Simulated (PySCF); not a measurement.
**Excitation energy of Cr by level of theory**

Cr [Ar] 3d5 4s1 (7S) → Cr [Ar] 3d4 4s2 (5D), as a difference of total energies. Calculation: PySCF 2.14, in aug-cc-pwCVTZ-DK; scalar relativity by spin-free X2C-1e. Correlated levels: valence: [Ar] frozen; valence and next inner shell: [Ne] frozen; nothing frozen. The calculations carry no spin-orbit coupling.

```csv
method,excitation energy (eV)
UHF,0.860
LDA,1.933
PBE,1.871
PBE0,1.609
r2SCAN,1.969
M06-2X,0.181
TPSS,1.787
LC-wPBE,1.727
MP2 (valence),1.028
SCS-MP2 (valence),0.044
MP2 (valence and next inner shell),1.500
SCS-MP2 (valence and next inner shell),0.586
MP2 (all electrons),1.512
SCS-MP2 (all electrons),0.593
```

Errors of the correlated levels include the incompleteness of this basis and the frozen core.

Which method comes closest to the reference value, and which is furthest?

The reference is 1.003 eV (measured; NIST levels, between the centres of gravity of the two terms). Closest: MP2 (valence) (error 0.025 eV); furthest: r2SCAN (error 0.966 eV).
